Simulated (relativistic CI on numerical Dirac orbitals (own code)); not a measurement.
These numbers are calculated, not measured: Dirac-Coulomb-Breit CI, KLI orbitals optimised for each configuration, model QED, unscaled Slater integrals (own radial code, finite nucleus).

The strongest absorption lines from the ground level of an ion, among the configurations computed and to levels below about 210 eV (vacuum wavelength in Å, gf): 110.99 (0.17), 112.86 (3.4), 113.64 (2), 118.37 (1), 119.83 (0.05), 123.43 (0.071), 147.38 (0.02), 212.17 (0.099).

Question: Which ion is it?
A. As XVII
B. Cu XIII
C. As XIX
D. Rb XXI

Answer: A. As XVII has 17 electrons and the ground level 3s²3p⁵ ²P°3/2; the strongest line goes to 3s²3p⁴3d ²D5/2. The pattern of lines fixes the number of electrons, and along that sequence the line energies rise steadily with the charge (about as its square where n changes within one kind of shell, about linearly where n is kept but much faster in heavy ions where fine structure, which grows about as Z⁴, sets the gap, and irregularly where shells cross), which fixes Z. Configurations outside the model, such as inner-shell arrays, can give stronger lines. At this charge energies of transitions that change n are usually good to better than 1 %, and those within a shell (Δn = 0) to a few per cent.

LS names give the leading component of a level, which can be under half, so a name can repeat, a term be missing and a line seem to break the LS rules.
